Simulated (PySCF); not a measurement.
Computed with PBE-D3(BJ)/def2-TZVP in PySCF. Gas-phase values, no solvent. One relaxed conformer stands for a flexible species; it need not be the lowest. Excitations are Tamm–Dancoff values on a coarser integration grid. The basis has no diffuse functions, so Rydberg states are missing or too high.

Reference species (SMILES): `S=CCSC=S` (neutral, multiplicity 1).

```
Item                    Value
-------------------  --------
LUMO                 -3.74 eV
S1 excitation (TDA)   1.85 eV
T1 excitation (TDA)   1.68 eV
```

Changed species: `C(=C(S)SC)=S`.

Question: Give the shifts of the LUMO, S1 excitation (TDA) and T1 excitation (TDA).

Answer: the LUMO rises by 0.44 eV, to -3.30 eV; the S1 excitation (TDA) increases by 0.48 eV, to 2.33 eV; the T1 excitation (TDA) increases by 0.22 eV, to 1.90 eV.
